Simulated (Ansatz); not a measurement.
Start from `C=C[SiH](F)C#N` and change one atom or group to get `B[SiH](F)C=C`.

Ansatz, PBE0-D4/def2-TZVP geometries, multiplicity 1. Each molecule was computed in one conformer, which needn't be the lowest.

```tsv
property	`C=C[SiH](F)C#N`
HOMO–LUMO gap (B3LYP/def2-TZVPP) / eV	7.02
HOMO energy (ωB97M-V/def2-TZVPP) / eV	-11.11
LUMO energy (PBE/def2-TZVPP) / eV	-2.36
HOMO–LUMO gap (PBE/def2-TZVPP) / eV	5.34
size of the dipole moment (ωB97M-V/def2-TZVPP) / D	3.91
LUMO energy (ωB97M-V/def2-TZVPP) / eV	0.77
```

Question: What does the change do to each property? (Estimate.)

Answer: Ansatz gave: 
```csv
property,`B[SiH](F)C=C`,shift
HOMO–LUMO gap (B3LYP/def2-TZVPP) / eV,4.82,-2.20
HOMO energy (ωB97M-V/def2-TZVPP) / eV,-9.93,1.18
LUMO energy (PBE/def2-TZVPP) / eV,-3.56,-1.20
HOMO–LUMO gap (PBE/def2-TZVPP) / eV,3.09,-2.25
size of the dipole moment (ωB97M-V/def2-TZVPP) / D,1.47,-2.44
LUMO energy (ωB97M-V/def2-TZVPP) / eV,-0.59,-1.36
```

With PBE0 the HOMO rises by 1.07 eV and the LUMO falls by 1.19 eV, so the gap narrows by about 2.26 eV. PBE moves the HOMO by 1.05 eV and ωB97M-V by 1.18 eV. Dipoles are sizes alone; their direction can turn.

Positive LUMOs are unbound, so they and the gaps depend on the basis.

B3LYP here is the variant with VWN-RPA as its local correlation; programs differ in this.
